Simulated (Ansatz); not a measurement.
Born–Oppenheimer molecular dynamics of AlCl₂FH₄O (9 atoms, charge 0, multiplicity 1). It starts at the highest image of a converged band, a first-order saddle point between two minima.

The calculation used RKS r2SCAN-D4/def2-SVP in Ansatz.

```
ensemble                      : NVE (velocity Verlet)
time step                     : 0.5 fs
steps asked                   : 165
starting velocities drawn for : 300 K
seed                          : 7837
```

First frame:

```xyz
9
Properties=species:S:1:pos:R:3
Al -0.692 0.124 -0.097
H -1.169 -1.332 0.598
Cl -1.083 -0.273 -2.181
Cl -1.591 1.872 0.671
H 1.860 0.247 0.061
O 1.159 0.518 -0.553
H -0.336 -1.078 1.342
F 0.453 -0.419 1.636
H 1.399 0.341 -1.478
```

Q: How far do the bonds stretch over the last three quarters of this one trajectory? (Pairs bonded in most of those frames.)

A: 
```tsv
bond	mean (Å)	spread (Å)	shortest	longest
Al1–Cl3	2.161	0.086	2.01	2.26
Al1–Cl4	2.107	0.050	2.05	2.20
Al1–O6	1.965	0.048	1.87	2.03
Al1–F8	1.703	0.113	1.54	1.93
H2–H7	0.768	0.028	0.73	0.85
H5–O6	0.972	0.028	0.93	1.02
O6–H9	0.972	0.019	0.94	1.01
```

Mean temperature of the second half: 1380 K. The conserved energy stayed within 0.24 meV per atom of its start (net change 0.16 meV per atom), so the integration is sound. The system heated up, since it started high on the potential surface and ran downhill. A run of 0.083 ps of so small a system gives no equilibrium averages. The orbitals stay closed-shell, which can raise the energy where a bond breaks towards radicals; this wasn't checked here.

The run took 13 min on 2 threads of Arm Neoverse V1, on a shared host, peak memory 0.16 GiB.
